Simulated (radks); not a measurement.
Q: The mean radii <r> (bohr) of the occupied orbitals of an atom or ion are listed with their occupations. All-electron calculation, scalar-relativistic Kohn-Sham, PBE, spin-polarised, spherical densities, finite nucleus; Fermi nuclear charge, rms radius of each element as measured or else 0.836 A^(1/3) + 0.57 fm. Program: a radial shooting solver on a logarithmic mesh with Libxc functionals.

orbital  occ.      <r>
1s up       1  0.03185
1s down     1  0.03184
2s up       1   0.1364
2s down     1   0.1363
2p up       3   0.1186
2p down     3   0.1186
3s up       1   0.3338
3s down     1   0.3344
3p up       2   0.3237

Name the element and its charge. Open shells, if any, are filled with parallel spins first.

A: Z = 46, palladium, charge +32: Pd32+ in [Ne] 3s2 3p2. The 1s radius gives Z: for a bare nucleus <r> = (2 gamma + 1)/(2Z) with gamma = sqrt(1 - (Z/c)^2), 0.03135 bohr for Z = 46, and screening makes it slightly larger (0.03185 here). The occupations add up to 14, and the charge is Z minus that.
